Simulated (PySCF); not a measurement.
C9H6N4, SMILES N1=C2N3C(=NC=CC3=NC=C2)C=C1.

The structure is a stationary point at r2SCAN-D4/def2-SVP.

The numbers are results of PySCF with PBE/def2-SVP, not measurements.

Gas-phase values at a fixed geometry.

Computed frontier levels, gap, dipole moment and polarisability:
The highest occupied level comes out as -4.93 eV and the lowest empty level is -3.07 eV. The orbital gap is 1.86 eV and the dipole moment is 0.00 D. The quadrupole, principal values (traceless, Buckingham form, about the centre of nuclear charge) is -2.64, 1.32, 1.32 D·Å, the mean static polarisability is 125.4 bohr³ (18.59 Å³) and the polarisability, principal values is 49.4, 163.5, 163.5 bohr³.
